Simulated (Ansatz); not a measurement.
```yaml
crystal:
  periodic: [false, false, false]
  atoms:
    - {symbol: W, position_ang: [0.000085, -0.000066, 0.007163]}
    - {symbol: N, position_ang: [0.007443, -0.013627, 1.658805]}
    - {symbol: Cl, position_ang: [2.191368, 0.009142, -0.565151]}
    - {symbol: Cl, position_ang: [-1.103235, 1.902164, -0.534839]}
    - {symbol: Cl, position_ang: [-1.095660, -1.897603, -0.565978]}
basis:
  gaussian: {orbitals: def2-SVPD}
total_charge: -1
magnetization: {spin_polarized: true, initial_magnetization: 1}
hamiltonian: {xc: {name: SVWN5}}
scf: {lower_state_search: off}
```

```sh
$ ansatz run in.yaml --threads 4 --pin off --events-out ev --progress --plain --max-ram 3916MiB
```

It prints (some lines left out):

```
Functional definition: SVWN5
1319 factors; their error is unknown
mean field evaluation 1: about -40731.0674 eV, gradient 5.4e1 eV
mean field evaluation 2: about -40535.9723 eV, gradient 1.7e2 eV
mean field evaluation 4: about -40740.0212 eV, gradient 2.2e1 eV
mean field evaluation 8: about -40742.6320 eV, gradient 5.5e-1 eV
mean field evaluation 16: about -40742.5751 eV, gradient 8.3e-3 eV
mean field evaluation 32: about -40742.5155 eV, gradient 2.9e0 eV
mean field -40742.57517423 eV, -1497.2620213437 hartree, gradient 9.7e-7 eV, S^2 0.752515; 0 other end points of the search recorded, 0 dependent functions left out
reference -40742.57521666 eV, -1497.2620229030 hartree; 37, 36 occupied and 99, 100 virtual orbitals, 1319 factors
Total energy: -40742.57521666 eV, -1497.2620229030 hartree
Checks for a lower state left out: stability, starts, cluster_reference, orbital_swaps, neighbouring_geometries, increment
```

Hardware: 4 threads of Arm Neoverse V2 on a shared host. Wall time 9.5 s.

In the def2 sets W takes a core potential; there is no spin–orbit coupling.
